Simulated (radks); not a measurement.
Results of a calculation; reference values are marked as such.
Spherical quantum dot in the effective-mass picture: electrons in a hard-walled sphere of radius 3.62, all in effective atomic units (hartree* = m*/eps^2 hartree, bohr* = eps/m* bohr), one dielectric constant everywhere. Level of theory: non-relativistic Kohn-Sham, exchange-only LDA, spin-polarised, spherical densities (a radial shooting solver with Libxc functionals). Levels are named by radial order and angular momentum (1s, 1p, 1d, 2s, ...), and open shells are averaged over m.

N = 11, configuration 1s2 1p6 1d(up 3, down 0). This is the lowest configuration that the search found. Occupied and some empty levels:

level,occupation,eigenvalue (hartree*),<r> (bohr*)
1s up,1,4.3281,2.250
1s down,1,4.3999,2.228
1p up,3,4.5719,2.403
1p down,3,4.6498,2.394
1d up,3,4.9601,2.517
1d down,0,5.0414,2.514
1f up,0,5.4721,2.606
1f down,0,5.5551,2.605
2s up,0,5.5689,1.667
2s down,0,5.6057,1.671
2p up,0,6.2648,1.912
2p down,0,6.3124,1.909

Energy (hartree*): total 29.5260, kinetic 10.142, external 0, Hartree 22.929, exchange-correlation -3.5442.
